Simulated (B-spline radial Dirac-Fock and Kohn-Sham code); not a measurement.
# Rb 2p1/2: cross section and angular parameters

System: the free rubidium atom, [Kr] 5s1; threshold 1864.0 eV (tabulated edge). Method: Dirac-Hartree-Slater photoionisation with a Latter tail; cross sections with all multipoles, angular parameters from the dipole term and its interference with E2. Computed with an atomic code on a B-spline grid.

```tsv
hν (eV)	σ (kb)	β	γ	δ
1950	142	0.928	-0.184	0.005
2260	99.4	1.310	-0.117	0.012
2400	85.0	1.364	-0.046	0.016
2510	75.6	1.391	0.009	0.019
4000	21.1	1.422	0.583	0.044
4190	18.5	1.413	0.637	0.046
4580	?	?	?	?
5414.7	8.72	1.347	0.921	0.065
7360	3.43	1.237	1.237	0.095
11200	0.913	1.056	1.615	0.156
13800	0.462	0.960	1.781	0.197
```

Task: Give the values at 4580 eV.

Result: σ = 14.3 kb, β = 1.393, γ = 0.738, δ = 0.052.
